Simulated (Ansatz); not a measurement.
Stepwise reaction of `O[SiH](O)F` with hydrogen sulfide, as a gas-phase model of exchange steps in deposition or etching. ΔE in kJ/mol; ΔG adds harmonic PBE0-D4 terms to CCSD(T)/CBS, at 1 bar.

Computed with Ansatz on PBE0-D4/def2-TZVP structures; ΔE is electronic, products minus reactants. CCSD(T)/CBS adds triple-zeta CCSD(T) − MP2 to the extrapolated MP2 energy (def2 sets, frozen cores). This one scheme is used for every species. Functionals use def2-TZVPP. B3LYP here is the variant with VWN-RPA as its local correlation; programs differ in this. One conformer a species, not always the lowest.

```csv
step,reaction,PBE-D4,B3LYP-D4,ωB97M-V,CCSD(T)/CBS,ΔG(500 K)
1,`O[SiH](O)F` + H₂S → `O[SiH](F)S` + H₂O,42.0,56.1,56.0,53.5,60.5
2,`O[SiH](F)S` + H₂S → `F[SiH](S)S` + H₂O,39.8,53.2,53.4,49.4,55.2
```

(1) By hand: ΔE of the 2 steps together at CCSD(T)/CBS.

Answers

(1) (53.5) + (49.4) = 102.9 kJ/mol, or 51.5 kJ/mol a step.

In ΔE the steps differ by no more than 4.1 kJ/mol. All are uphill at CCSD(T)/CBS. ΔG lies between 55.2 and 60.5 kJ/mol a step. PBE-D4 differs from CCSD(T)/CBS by -11.5 to -9.6 kJ/mol a step. Isolated molecules leave out the surface, adducts and barriers. Largest T1 diagnostic: 0.012.
